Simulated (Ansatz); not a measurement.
Complex (SMILES): Cl (HCl) with Cl (HCl), atoms 1 to 2 the first; geometry from B3LYP-D3(BJ)/def2-TZVP, monomers rigid:
```xyz
4

Cl     0.8867    -0.0511     0.1397
H     -0.2309     0.0366     0.7652
Cl    -0.6491    -3.0596    -1.4835
H      0.0587    -2.0731    -1.0529
```

The counterpoise-corrected interaction energy at MP2 with Ansatz (a quantum-chemistry and plane-wave program), in kcal/mol, split into its Hartree-Fock and correlation parts. Cores are frozen. No added dispersion term, no relativity. Functions are those of the species that has most. These sets lack the diffuse functions that weak bonds need.

| basis | X | functions | Hartree-Fock | MP2 |
|---|---|---|---|---|
| cc-pV(D+d)Z | 2 | 56 | -0.26 | -1.08 |
| cc-pV(T+d)Z | 3 | 106 | -0.13 | -1.71 |
| cc-pV(Q+d)Z | 4 | 188 | -0.13 | -2.04 |
| cc-pV(5+d)Z | 5 | 310 | -0.13 | -2.16 |

Worked estimate of the basis-set limit from each neighbouring pair, with Hartree-Fock from the larger set and the correlation part extrapolated as X^-3.
Correlation parts: X = 2: -0.82, X = 3: -1.58, X = 4: -1.91, X = 5: -2.03.
- (2,3): (27·(-1.58) - 8·(-0.82))/19 = -1.90; with Hartree-Fock -0.13 the estimate is -2.03 kcal/mol.
- (3,4): (64·(-1.91) - 27·(-1.58))/37 = -2.15; with Hartree-Fock -0.13 the estimate is -2.28 kcal/mol.
- (4,5): (125·(-2.03) - 64·(-1.91))/61 = -2.16; with Hartree-Fock -0.13 the estimate is -2.29 kcal/mol.
The last two estimates differ by 0.01 kcal/mol; the largest set lies 0.13 from the last. Over the last step Hartree-Fock moves by 0.00 and the correlation part by -0.12.
